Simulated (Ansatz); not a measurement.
C₄H₁₂OSi⁺, that is Si(OMe)Me3 with one electron fewer. The state is a doublet with charge 1. Geometry r2SCAN-D4/def2-SVP, that of the neutral singlet; atoms count from 1.

Cartesian coordinates in Å:
```
Si 0.3139 0.0512 -0.1950
O -0.6241 1.2176 0.5689
C -1.7977 0.9400 1.2870
H -2.5780 0.4725 0.6542
H -2.2080 1.8845 1.6799
H -1.6155 0.2686 2.1493
C -0.7117 -0.8439 -1.4902
H -1.1394 -0.1339 -2.2171
H -1.5459 -1.4072 -1.0401
H -0.0961 -1.5671 -2.0511
C 0.9591 -1.1788 1.0704
H 1.5301 -0.6688 1.8636
H 1.6286 -1.9172 0.5980
H 0.1430 -1.7417 1.5531
C 1.7137 1.0023 -0.9834
H 2.2915 1.5521 -0.2231
H 1.3293 1.7382 -1.7078
H 2.4071 0.3316 -1.5167
```

**Question.** Estimate the Mulliken populations from the PBE0/def2-TZVP orbitals of Ansatz.

**Answer.** 
```tsv
atom	charge (e)	spin (α − β)
Si1	0.37	-0.01
O2	-0.10	0.49
C3	-0.26	-0.01
H4	0.20	0.05
H5	0.20	0.00
H6	0.20	0.05
C7	-0.43	0.20
H8	0.20	0.00
H9	0.18	0.00
H10	0.20	0.00
C11	-0.43	0.20
H12	0.20	0.00
H13	0.20	0.00
H14	0.18	0.00
C15	-0.45	0.00
H16	0.18	0.00
H17	0.18	0.00
H18	0.17	0.00
```
Mulliken values depend strongly on the basis.

**Question.** Where does the spin sit?

**Answer.** Summed by element: Si -0.01, O 0.49, C 0.40, H 0.12, of 1 unpaired in all. Largest on single atoms: O2 0.49, C11 0.20, C7 0.20.

**Question.** And the Mayer bond orders between heavy atoms (over 0.3)?

**Answer.** Si1–O2 1.04 (1.68 Å); Si1–C7 0.92 (1.88 Å); Si1–C11 0.91 (1.88 Å); Si1–C15 1.10 (1.87 Å); O2–C3 0.96 (1.40 Å).
